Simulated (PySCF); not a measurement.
Compound: Ti(NCS)(NMe2)3, C7H18N4STi (singlet state).
Geometry (PBE0-D3(BJ)/def2-SVP, Å), atoms numbered from 1 in this order:
```
atom  x, y, z in Å
Ti1    0.0273   -0.0059    0.4312
N2     0.1737   -0.0281    2.4013
C3     0.2667   -0.0456    3.5935
S4     0.3929   -0.0683    5.1754
N5     1.7101   -0.0907   -0.3719
C6     2.6245    0.8936    0.1509
C7     2.2660   -0.9734   -1.3569
H8     3.4974    0.4276    0.6477
H9     2.1256    1.5257    0.9073
H10    3.0056    1.5664   -0.6424
H11    1.5046   -1.6870   -1.7024
H12    2.6326   -0.4156   -2.2412
H13    3.1248   -1.5485   -0.9581
N14   -0.8050    1.5536   -0.1672
C15   -2.0457    1.8195    0.5168
C16   -0.4208    2.5422   -1.1331
H17   -2.0103    2.7675    1.0878
H18   -2.2712    1.0170    1.2418
H19   -2.9003    1.8800   -0.1857
H20    0.5305    2.2620   -1.6073
H21   -1.1805    2.6439   -1.9330
H22   -0.2985    3.5427   -0.6735
N23   -0.9754   -1.4539   -0.1873
C24   -0.5018   -2.7144    0.3271
C25   -2.1437   -1.5375   -1.0149
H26   -1.2603   -3.2189    0.9564
H27    0.3909   -2.5662    0.9612
H28   -0.2168   -3.4118   -0.4851
H29   -2.4353   -0.5376   -1.3662
H30   -1.9659   -2.1708   -1.9066
H31   -3.0033   -1.9785   -0.4723
```

The calculation used TDDFT wB97X-D/def2-SVPD, vertical, gas phase, core orbitals frozen in the response in PySCF.

Excitation energies and transition dipoles (atomic units, axes of the coordinates) of those of the lowest 15 singlets that add 0.02 au or more to the mean polarisability:

```tsv
state	ΔE (hartree)	μx	μy	μz
S1	0.1504	-0.001	-0.145	-0.033
S2	0.1513	0.118	0.007	-0.034
S3	0.1521	0.016	-0.019	0.403
S4	0.1616	0.560	0.395	0.236
S5	0.1618	0.432	-0.608	0.026
S6	0.1624	0.257	0.143	-0.534
S7	0.1741	0.095	0.024	0.520
S8	0.1758	0.381	0.007	-0.139
S9	0.1758	0.020	-0.401	0.031
S10	0.1925	0.087	0.203	-0.017
S11	0.1929	-0.170	0.073	0.029
S12	0.1953	0.001	0.022	-0.172
S13	0.1961	0.107	0.165	-0.031
S14	0.1967	-0.123	0.100	0.056
S15	0.1990	0.009	-0.049	0.357
```

Question: What does each state add to αxx, αyy and αzz, and how do the sums compare with the full static tensor?

Answer: Each state adds 2 μα² / ΔE.

```
        state  αxx (au)  αyy (au)  αzz (au)
           S1      0.00      0.28      0.01
           S2      0.18      0.00      0.02
           S3      0.00      0.00      2.13
           S4      3.88      1.93      0.69
           S5      2.31      4.57      0.01
           S6      0.81      0.25      3.51
           S7      0.10      0.01      3.11
           S8      1.65      0.00      0.22
           S9      0.00      1.83      0.01
          S10      0.08      0.43      0.00
          S11      0.30      0.05      0.01
          S12      0.00      0.01      0.30
          S13      0.12      0.28      0.01
          S14      0.15      0.10      0.03
          S15      0.00      0.02      1.28
all 15 states       9.6       9.8      11.3
full response     178.0     177.5     227.6
    share (%)         5         6         5
```

The rest comes from the higher roots of the same response equations.

Question: Give the full tensor and its principal values.

Answer: In au, rows and columns x, y, z:
```
x   178.0  -0.1   4.0
y    -0.1 177.5  -0.8
z     4.0  -0.8 227.6
```
Principal values 177.5, 177.7 and 228.0 au; mean 194.4 au (28.80 Å³).

Question: By how much does the contribution of these states grow at 1064 nm?

Answer: With ω = 0.0428 hartree each state's term in the mean polarisability goes from f / ΔE² to f / (ΔE² − ω²), f = (2/3) ΔE |μ|²; the sum over all 15 states goes from 10.24 to 10.97 au, a rise of 0.73 au.

Hardware: 2 threads of an Intel Xeon Platinum 8259CL at 2.50 GHz (shared host). Cost: 6.5 min wall, 14 min CPU (with the writing of density and orbital grids), 3.9 GiB resident at most.
